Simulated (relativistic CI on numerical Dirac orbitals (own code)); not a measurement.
W2+ (5d4) in a crystal field

Calculated by Dirac-Coulomb-Breit CI, separate exchange-only KLI orbitals for each configuration, QED by a radiative potential, valence Slater integrals scaled by 0.75, one configuration in a parametric crystal field (own radial code).

Field parameters in Wybourne normalisation: Oh B⁴₀ = 21Dq, B⁴₄ = √(5/14) B⁴₀. The field is a parameter set, without covalency.

S and J are read from ⟨S²⟩ = S(S + 1) and ⟨J²⟩ = J(J + 1) of each level; they are not fictitious spins.

Oh, 10Dq = 5500 cm⁻¹, the lowest 16 levels:

| E (cm⁻¹) | Degeneracy | Irrep | S | J |
| --- | --- | --- | --- | --- |
| 0.0 | 1 | A1 | 1.77 | 1.56 |
| 1375 | 3 | T1 | 1.89 | 2.02 |
| 2347 | 2 | E | 1.95 | 2.51 |
| 2708 | 3 | T2 | 1.96 | 2.73 |
| 3147 | 1 | A2 | 1.97 | 3.00 |
| 7271 | 3 | T2 | 1.84 | 2.76 |
| 7466 | 3 | T1 | 1.85 | 3.13 |
| 7672 | 1 | A1 | 1.70 | 3.64 |
| 8133 | 1 | A1 | 1.42 | 3.20 |
| 8374 | 2 | E | 1.68 | 3.74 |
| 8572 | 3 | T1 | 1.84 | 3.60 |
| 8729 | 3 | T2 | 1.56 | 3.82 |
| 9779 | 3 | T1 | 1.20 | 3.83 |
| 9916 | 3 | T2 | 1.41 | 3.93 |
| 9986 | 2 | E | 1.19 | 3.76 |
| 13071 | 3 | T1 | 1.02 | 4.34 |

Oh, 10Dq = 9950 cm⁻¹, the lowest 10 levels:

```
E (cm⁻¹)  Degeneracy  Irrep     S     J
     0.0           1     A1  1.55  2.60
    1705           3     T1  1.74  2.73
    2861           2      E  1.87  2.79
    3280           3     T2  1.89  2.96
    3838           1     A2  1.98  3.00
    6400           1     A1  1.50  3.36
    6723           3     T2  1.05  3.88
    7049           3     T1  1.32  3.77
    7326           2      E  1.11  3.66
   11113           3     T2  0.87  4.35
```

Oh, 10Dq = 14350 cm⁻¹, the lowest 10 levels:

```tsv
E (cm⁻¹)	Degeneracy	Irrep	S	J
0.0	1	A1	1.25	3.38
2072	3	T1	1.36	3.51
3789	2	E	1.44	3.31
4139	3	T2	1.30	3.68
6125	1	A2	1.98	3.00
6694	3	T2	1.71	3.25
7183	2	E	1.61	3.29
7304	1	A1	1.77	3.10
7353	3	T1	1.71	3.28
10476	3	T2	0.43	4.48
```

The free-ion ground term has S = 2. The field overcomes the spin-pairing energy for Oh, 10Dq = 14350 cm⁻¹, where the ground state has lower spin; these fields are assumed values.

Levels of this model without a field, named by their leading LS term (the scale mimics covalency, so terms lie below those of the real free ion): 5D_0 0, 5D_1 1426, 5D_2 3074, 5D_3 4669, 5D_4 6127, 3P_0 11331, 3H_4 12230, 3H_5 14711 cm⁻¹.
